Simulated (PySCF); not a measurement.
**HgF and its ions**

UHF; Hg def2-SVPD with ECP60, F def2-SVPD; scalar-relativistic core potentials (PySCF 2.14). Neutral (UHF): doublet (σ ↑), Re = 2.047 Å, ωe = 495 cm⁻¹, De = 0.37 eV, HOMO -9.91 eV, LUMO -0.80 eV.

HgF⁺ (RHF): singlet (closed shell), Re = 1.927 Å, ωe = 642 cm⁻¹, De = -0.38 eV to Hg⁺ + F. The energies at the minima are -251.85372 hartree for HgF and -251.51349 for HgF⁺.

Q: Work out the adiabatic ionisation energy, without and with harmonic zero-point energies (1 hartree = 27.2114 eV, 1 eV = 8065.5 cm⁻¹), and the change of the bond length.

A: At HF: 0.34023 hartree = 9.258 eV between the minima; the zero-point term (642.0 − 495.0)/2 cm⁻¹ = +0.009 eV makes it 9.267 eV. Re changes by -12.0 pm against the neutral. The electron leaves a σ orbital; in so polar a molecule the change of length follows mostly from the change of the ionic charges.

HgF⁻ (RHF): singlet (closed shell), Re = 2.376 Å, ωe = 236 cm⁻¹. The energies at the minima are -251.85372 hartree for HgF and -251.91718 for HgF⁻.

Q: Work out the adiabatic electron affinity, without and with harmonic zero-point energies (1 hartree = 27.2114 eV, 1 eV = 8065.5 cm⁻¹), and the change of the bond length.

A: At HF: 0.06346 hartree = 1.727 eV between the minima; the zero-point term (495.0 − 236.0)/2 cm⁻¹ = +0.016 eV makes it 1.743 eV. Re changes by +32.9 pm against the neutral. The electron enters a σ orbital, and the ion is left as a loose complex of an ion and an atom.

Spin–orbit coupling is left out, which matters for elements this heavy, above all for dissociation energies. For an ion De counts to the pair picked by the measured ionisation energies or electron affinities, which need not be the lowest pair at this level. Where the molecule has an RHF reference, its open-shell atoms are computed with UHF. Hartree–Fock leaves out correlation, which carries a large part of most bond energies and some tenths to 1 eV of ionisation energies. A negative De means that the minimum lies above the separated atoms at that level. States were picked by a PBE0 search and need not be the measured ground states.

Neutral and ion stand on different kinds of reference determinant, which adds to the error of the difference.
